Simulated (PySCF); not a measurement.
SMILES CCO[SiH]OCC (C4H11O2Si), doublet, GFN2-xTB optimised geometry.

```
18

C      1.19    -3.14     0.71
C      1.47    -1.93    -0.18
O      0.55    -0.90     0.00
Si    -1.09    -0.90     0.00
O     -1.55     0.64     0.00
C     -0.99     1.73     0.70
C     -1.37     3.03     0.02
H      1.99    -3.88     0.58
H      1.15    -2.84     1.75
H      0.24    -3.59     0.43
H      2.45    -1.52     0.06
H      1.46    -2.24    -1.23
H     -1.58    -1.62     1.17
H      0.10     1.62     0.74
H     -1.37     1.71     1.73
H     -0.96     3.88     0.57
H     -0.99     3.04    -1.00
H     -2.45     3.12    -0.02
```

Density from PySCF 2.14.0 with unrestricted PBE0/def2-SVP at that geometry.

Minimum of the electron density along straight lines between bonded atoms, close to the bond critical point (lines longer than 1.1 times the sum of covalent radii, or with two minima, are not listed):

```json
[
 {"bond": "C1–C2", "length / Å": "1.522", "ρ at the minimum / e bohr⁻³": "0.250", "∇²ρ there / e bohr⁻⁵": "-0.59", "position (fraction from the first atom)": "0.50"},
 {"bond": "C2–O3", "length / Å": "1.391", "ρ at the minimum / e bohr⁻³": "0.257", "∇²ρ there / e bohr⁻⁵": "…", "position (fraction from the first atom)": "0.33"},
 {"bond": "O3–Si4", "length / Å": "1.635", "ρ at the minimum / e bohr⁻³": "0.125", "∇²ρ there / e bohr⁻⁵": "1.05", "position (fraction from the first atom)": "0.59"},
 {"bond": "Si4–O5", "length / Å": "1.613", "ρ at the minimum / e bohr⁻³": "…", "∇²ρ there / e bohr⁻⁵": "1.13", "position (fraction from the first atom)": "0.41"},
 {"bond": "O5–C6", "length / Å": "1.410", "ρ at the minimum / e bohr⁻³": "0.247", "∇²ρ there / e bohr⁻⁵": "-0.28", "position (fraction from the first atom)": "0.66"},
 {"bond": "C6–C7", "length / Å": "1.520", "ρ at the minimum / e bohr⁻³": "0.251", "∇²ρ there / e bohr⁻⁵": "-0.59", "position (fraction from the first atom)": "0.51"},
 {"bond": "C1–H8", "length / Å": "1.087", "ρ at the minimum / e bohr⁻³": "0.276", "∇²ρ there / e bohr⁻⁵": "-1.01", "position (fraction from the first atom)": "0.62"},
 {"bond": "C1–H9", "length / Å": "1.087", "ρ at the minimum / e bohr⁻³": "0.277", "∇²ρ there / e bohr⁻⁵": "-1.02", "position (fraction from the first atom)": "0.63"},
 {"bond": "C1–H10", "length / Å": "1.087", "ρ at the minimum / e bohr⁻³": "0.276", "∇²ρ there / e bohr⁻⁵": "-1.01", "position (fraction from the first atom)": "0.62"},
 {"bond": "C2–H11", "length / Å": "1.097", "ρ at the minimum / e bohr⁻³": "0.282", "∇²ρ there / e bohr⁻⁵": "-1.07", "position (fraction from the first atom)": "0.63"},
 {"bond": "C2–H12", "length / Å": "1.098", "ρ at the minimum / e bohr⁻³": "0.280", "∇²ρ there / e bohr⁻⁵": "-1.05", "position (fraction from the first atom)": "0.63"},
 {"bond": "Si4–H13", "length / Å": "1.462", "ρ at the minimum / e bohr⁻³": "0.118", "∇²ρ there / e bohr⁻⁵": "…", "position (fraction from the first atom)": "0.49"},
 {"bond": "C6–H14", "length / Å": "1.095", "ρ at the minimum / e bohr⁻³": "0.283", "∇²ρ there / e bohr⁻⁵": "-1.08", "position (fraction from the first atom)": "0.64"},
 {"bond": "C6–H15", "length / Å": "1.097", "ρ at the minimum / e bohr⁻³": "0.280", "∇²ρ there / e bohr⁻⁵": "-1.05", "position (fraction from the first atom)": "0.63"},
 {"bond": "C7–H16", "length / Å": "1.087", "ρ at the minimum / e bohr⁻³": "0.276", "∇²ρ there / e bohr⁻⁵": "-1.00", "position (fraction from the first atom)": "0.62"},
 {"bond": "C7–H17", "length / Å": "1.087", "ρ at the minimum / e bohr⁻³": "0.277", "∇²ρ there / e bohr⁻⁵": "-1.02", "position (fraction from the first atom)": "0.63"},
 {"bond": "C7–H18", "length / Å": "1.087", "ρ at the minimum / e bohr⁻³": "0.277", "∇²ρ there / e bohr⁻⁵": "-1.02", "position (fraction from the first atom)": "0.63"}
]
```

Some entries are withheld; supply them.


- C2–O3, ∇²ρ there / e bohr⁻⁵: -0.22
- Si4–O5, ρ at the minimum / e bohr⁻³: 0.133
- Si4–H13, ∇²ρ there / e bohr⁻⁵: 0.31
